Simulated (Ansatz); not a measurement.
**Ligand exchange: C4H9I + AlH(CH3)(SH) → C4H10S + AlH(CH3)I**

Species: C4H9I (tert-butyl iodide) `CC(C)(C)I`, singlet; AlH(CH3)(SH), singlet; C4H10S (2-methyl-2-propanethiol) `CC(C)(C)S`, singlet; AlH(CH3)I, singlet. The partners trade I for SH: C–I and Al–SH bonds give way to C–SH and Al–I.

Shapes, held fixed at every level: PBE0-D4/def2-TZVP. Flexible molecules stand in one conformer, not always the lowest. Programs: Ansatz 0.2.0. Electronic energies: no zero-point or thermal term.

| level | kind | ΔE (kJ/mol) | less CCSD(T)/def2-TZVPP |
| --- | --- | --- | --- |
| HF/def2-SVP | Hartree–Fock | -43.7 | -18.6 |
| r2SCAN-D4/def2-TZVPP | meta-GGA | -26.3 | -1.2 |
| r2SCAN0-D4/def2-TZVPP | global hybrid | -31.9 | -6.8 |
| wB97M-V/def2-TZVPP | range-separated hybrid | -31.0 | -5.9 |
| wB97X-V/def2-TZVPP | range-separated hybrid | -32.2 | -7.1 |
| B2PLYP/def2-TZVPP | double hybrid | -26.4 | -1.3 |
| CCSD/def2-TZVPP | coupled cluster or CI | -28.0 | -2.9 |
| CCSD(T)/def2-TZVPP | coupled cluster or CI | -25.1 | 0.0 |

The highest level, CCSD(T)/def2-TZVPP, gives ΔE = -25.1 kJ/mol; the levels span -43.7 to -25.1. The column of differences is taken from that level and isn't an error. No measured value is set beside it here. For atoms past krypton def2 sets carry core potentials with scalar relativity. Outer-core shells of I are correlated, in sets that cover them unevenly.
